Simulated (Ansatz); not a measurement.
`COC(=O)CCO` + CH₃OH → `OCCCO` + `COC=O`  (formal exchange of groups at a C–C bond)

Computed with Ansatz on PBE0-D4/def2-TZVP structures; ΔE is electronic, products minus reactants. CBS: MP2 limit from def2 TZ/QZ plus the TZ coupled-cluster correction, frozen cores. This one scheme is used for every species. DFT in def2-TZVPP. B3LYP here is the variant with VWN-RPA as its local correlation; programs differ in this. One conformer a species, not always the lowest.

`COC(=O)CCO`:

Cartesian coordinates in Å:
```
C -1.429 2.192 -0.595
O -0.672 1.428 0.341
C -0.194 0.270 -0.115
O -0.396 -0.131 -1.236
C 0.626 -0.446 0.919
C 0.926 -1.880 0.515
O 1.690 -1.959 -0.659
H -1.731 3.093 -0.066
H -2.304 1.632 -0.928
H -0.820 2.444 -1.464
H 1.560 0.112 1.042
H 0.104 -0.399 1.879
H 1.506 -2.361 1.305
H -0.017 -2.436 0.415
H 1.151 -1.558 -1.352
```

CH₃OH:

```xyz
6

C    -0.002   -0.127   -0.333
O    -0.146    0.831    0.691
H    -0.235    0.373   -1.273
H    -0.692   -0.971   -0.215
H     1.021   -0.517   -0.400
H     0.054    0.412    1.530
```

`OCCCO`:

Z-matrix (Å, degrees):
```
C
C 1 1.517
O 1 1.414 2 113.3
H 1 1.094 2 110.0 3 117.8
H 1 1.098 2 109.9 3 -124.6
C 2 1.517 1 113.0 3 -62.7
H 2 1.099 1 109.2 3 59.6
H 2 1.095 1 109.3 3 175.6
H 3 0.961 1 108.2 2 -65.5
O 6 1.413 2 112.8 1 -178.4
H 6 1.094 2 109.6 1 -61.0
H 6 1.096 2 110.0 1 56.5
H 10 0.960 6 108.3 2 -65.8
```

`COC=O`:

```xyz
8

C    -0.742    0.099   -0.702
O    -0.266   -0.615    0.439
C     0.897   -0.194    0.927
O     1.551    0.709    0.493
H    -0.031    0.021   -1.525
H    -1.688   -0.365   -0.969
H    -0.888    1.152   -0.460
H     1.168   -0.808    1.798
```

Is it downhill or uphill in electronic energy at CCSD(T)/CBS, and by how much? (Best estimate.)

Ansatz gave: Uphill: ΔE = +29.8 kJ/mol.

What do these levels give: B3LYP-D4, ωB97M-V, PBE, MP2/def2-TZVPP, HF/def2-QZVPP, SCS-MP2/def2-QZVPP? (Estimate.)

The calculation gave: B3LYP-D4 30.8, ωB97M-V 31.4, PBE 27.2, MP2/def2-TZVPP 28.9, HF/def2-QZVPP 29.7, SCS-MP2/def2-QZVPP 27.3 kJ/mol.

Largest T1 diagnostic among the species: 0.015.

The D4 term adds +3.2 kJ/mol with B3LYP and +1.9 kJ/mol with PBE0; it sums over pairs of atoms, weighted by their polarisabilities, and B3LYP, whose exchange is more repulsive, gets the larger term.
